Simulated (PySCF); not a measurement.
Electronic absorption of C3H13NSi3

Species: C3H13NSi3.
Z-matrix (Å and degrees, PBE0-D3(BJ)/def2-SVP geometry), rows numbered from 1:
```
Si
N   1  1.7477
Si  2  1.7472  1  124.29
C   2  1.4622  1  120.27  3  -178.40
C   4  1.5501  2  117.66  1   -37.74
Si  5  1.8993  4   86.73  2   152.46
C   4  1.5543  2  117.07  1    81.60
H   1  1.4969  2  113.43  3  -108.22
H   1  1.4981  2  111.10  3   131.21
H   1  1.4913  2  107.35  3    11.80
H   3  1.4982  2  111.03  1  -123.06
H   3  1.4983  2  110.92  1   118.28
H   3  1.4908  2  108.99  1    -2.32
H   4  1.1077  2  107.83  1  -157.83
H   5  1.0981  4  116.52  2   -80.17
H   5  1.1044  4  110.80  2    44.43
H   6  1.4933  5  118.73  4  -137.02
H   6  1.4940  5  114.25  4    91.58
H   7  1.0983  4  116.25  2    80.71
H   7  1.1034  4  109.77  2   -43.30
```

Computed, not measured: TDDFT PBE0/def2-SVPD, vertical, gas phase, core orbitals frozen in the response in PySCF 2.14.0, density-fitted response routines.

```csv
state,E (eV),E (hartree),f,|μ| (D),"main configurations (H = HOMO, L = LUMO)"
S1,5.76,0.2116,0.0025,0.34,H→L (95%)
S2,6.19,0.2276,0.072,1.75,H→L+1 (92%)
S3,6.33,0.2328,0.019,0.89,H→L+2 (92%)
S4,6.48,0.2381,0.0078,0.56,H→L+3 (80%)
S5,6.83,0.2508,0.0047,0.43,"H→L+7 (27%), H→L+6 (25%), H→L+4 (24%)"
S6,6.90,0.2535,0.0058,0.47,"H→L+5 (48%), H→L+4 (38%)"
S7,6.91,0.2540,0.0023,0.30,"H→L+4 (32%), H→L+6 (29%), H→L+5 (17%)"
S8,7.15,0.2629,0.011,0.64,"H→L+7 (44%), H→L+6 (31%), H→L+8 (11%)"
S9,7.38,0.2711,0.0049,0.42,"H→L+8 (52%), H-1→L+1 (24%), H-2→L+1 (10%)"
S10,7.43,0.2731,0.022,0.89,"H-1→L+1 (44%), H→L+8 (23%), H→L+9 (10%)"
```

Triplets (Tamm–Dancoff): T1 5.51 eV, H→L (87%), H→L+2 (8%); T2 5.97 eV, H→L+1 (87%); T3 6.16 eV, H→L+2 (77%), H→L+3 (12%); T4 6.33 eV, H→L+3 (68%), H→L+2 (10%).

The lowest singlet lies at 5.76 eV (215 nm, ultraviolet) and is very weak; its leading configuration is HOMO→LUMO (95%). The strongest level in the table is S2 at 6.19 eV (200 nm, f = 0.072). Löwdin shares by element: HOMO nitrogen 48%, silicon 15% or more, carbon 9% or more (atoms not listed hold the other 28%); LUMO silicon 38% or more, hydrogen 12% or more (atoms not listed hold the other 50%). The oscillator strengths of these states sum to 0.153; summed over the whole spectrum of an exact calculation they would give the number of electrons, 80 (Thomas–Reiche–Kuhn). Orbital energies (eV): HOMO-3 -9.14, HOMO-2 -8.51, HOMO-1 -8.41, HOMO -6.89, LUMO 0.17, LUMO+1 0.26, LUMO+2 0.45. Weighted by f, the mean energy of these states is 6.57 eV. No computed singlet lies in the visible range (380 to 750 nm); the lowest, at 215 nm, stands 2.49 eV above its violet end (3.26 eV). All these states lie below the vertical ionisation energy of 8.47 eV (ΔSCF). The window holds the lowest 10 singlets.

One conformer stands for the species.
